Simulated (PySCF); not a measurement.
# ZnF₃⁻ at several levels of theory

All levels use the PBE0 minimum (singlet; Zn–F 1.846 Å (×3); F–Zn–F 120.0° (×3)), basis [Zn def2-TZVPD, F def2-TZVPD], no relativity, density fitting, no spin–orbit coupling, PySCF. For vertical energies the ionised species is a doublet (spins chosen at PBE0 and kept). Open shells are unrestricted, also as the reference of the correlated levels. A dash marks a value that was not computed or is not defined at that level.

| level | vertical detachment energy (eV) | −ε(HOMO) (eV) | gap (eV) |
| --- | --- | --- | --- |
| PBE0 | 6.49 | 4.15 | 7.87 |
| HF | ? | ? | ? |
| MP2 | ? | – | – |
| PBE | 5.71 | 2.18 | 5.13 |

Fill in the row of HF.

vertical detachment energy (eV) 7.62, −ε(HOMO) (eV) 9.35, gap (eV) 13.56.

Fill in the row of MP2.

vertical detachment energy (eV) 7.62.

The lowest empty level of this anion is unbound, so it and the gap depend on the basis.
